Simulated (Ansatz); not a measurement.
Reaction (formal exchange of groups at a C–B bond): `BB(C)C[SiH3]` + `[AlH2][SiH3]` → `[AlH2][SiH2]C[SiH3]` + `BBC`

Program: Ansatz. Geometries: PBE0-D4/def2-TZVP. ΔE: electronic, gas phase. CCSD(T)/CBS adds triple-zeta CCSD(T) − MP2 to the extrapolated MP2 energy (def2 sets, frozen cores). This one scheme is used for every species. Functionals use def2-TZVPP. B3LYP here is the variant with VWN-RPA as its local correlation; programs differ in this. Each species was taken in one conformer, which may not be the lowest.

CCSD(T)/CBS gives +7.3 kJ/mol.

Question: Another level gave +3.4 kJ/mol. Which?
A. B3LYP/def2-TZVPP
B. ωB97M-V/def2-TZVPP
C. MP2/def2-TZVPP
D. HF/def2-TZVPP

Answer: B. ωB97M-V 3.4, HF/def2-TZVPP 23.3, MP2/def2-TZVPP 8.8, B3LYP 13.4 kJ/mol.

Largest T1 diagnostic among the species: 0.012.

The D4 term adds −4.1 kJ/mol with B3LYP and −1.8 kJ/mol with PBE0; it sums over pairs of atoms, weighted by their polarisabilities, and B3LYP, whose exchange is more repulsive, gets the larger term. In def2-TZVPP, CCSD(T) changes the Hartree–Fock value by −13.2 kJ/mol (the triples alone add −2.3 kJ/mol) and MP2 by −14.5 kJ/mol.
